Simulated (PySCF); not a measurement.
Problem. Write Cartesian coordinates for diisobutylene, `C=C(C)CC(C)(C)C` as optimised with PBE0-D3(BJ)/def2-SVP.

Solution. 
```xyz
24
C8H16 angstrom
C      2.1072    1.3470   -0.0652
C      1.5378    0.1675   -0.3443
C      2.2574   -1.1260   -0.0921
C      0.1677    0.0756   -0.9715
C     -1.0483    0.0726   -0.0092
C     -1.1667    1.4183    0.7067
C     -2.3028   -0.1580   -0.8556
C     -0.9354   -1.0407    1.0335
H      1.6065    2.2925   -0.2913
H      3.0989    1.4061    0.3924
H      1.6543   -1.8181    0.5154
H      2.4547   -1.6426   -1.0472
H      3.2193   -0.9672    0.4155
H      0.1168   -0.8419   -1.5832
H      0.0316    0.9196   -1.6680
H     -2.0518    1.4298    1.3625
H     -0.2814    1.6207    1.3274
H     -1.2724    2.2448   -0.0145
H     -3.2091   -0.1425   -0.2298
H     -2.4116    0.6228   -1.6253
H     -2.2632   -1.1326   -1.3681
H     -0.0727   -0.8825    1.6985
H     -1.8383   -1.0686    1.6640
H     -0.8296   -2.0294    0.5586
```

Orientation and origin are arbitrary. Atoms count from 1 in this order. Of the pairs four or more bonds apart, C8···H11 is among the closest relative to their van der Waals radii: 2.75 Å, 95 % of the sum of Bondi's values. The 7 C–C bonds span 1.339 Å (C1=C2, drawn double) to 1.551 Å (C4–C5, drawn single), a spread of 0.212 Å.

Bonds between heavy atoms (Å): C1=C2 1.339, C2–C3 1.502, C2–C4 1.510, C4–C5 1.551, C5–C6 1.529, C5–C7 1.531, C5–C8 1.529.

Level of theory: PySCF, PBE0-D3(BJ)/def2-SVP geometry optimisation, gas phase.

Point group: C1 (no symmetry element, even within 0.4 Å). Stationary, but not proved a minimum. The numbers are those of one conformer (C1–C2–C4–C5 -88°).

On one thread, AMD EPYC 9R45 (x86_64), shared host with 96 logical CPUs at a one-minute load of 59, this took 72 s of wall time and 0.87 GiB of memory at its peak. That covers the optimisation of the geometry.
